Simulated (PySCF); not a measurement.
A structure optimised at PBE-D3(BJ)/def2-SVP, used in a PySCF frequency run:

```xyz
9

C      0.0000     0.0000     1.3753
C      0.0000     1.2101     0.6967
N      0.0000     1.2040    -0.6561
C      0.0000     0.0000    -1.2462
N      0.0000    -1.2040    -0.6561
C      0.0000    -1.2101     0.6967
H      0.0000     2.1925     1.2010
H      0.0000     0.0000    -2.3522
H      0.0000    -2.1925     1.2010
```
Charge 0, spin multiplicity 2.

**Question.** Write its SMILES, formula and point group.

**Answer.** [c]1cncnc1, C4H3N2, C2v

**Question.** What are its rotational constants (standard atomic weights)?

**Answer.** 6.8689, 5.9125, 3.1774 GHz
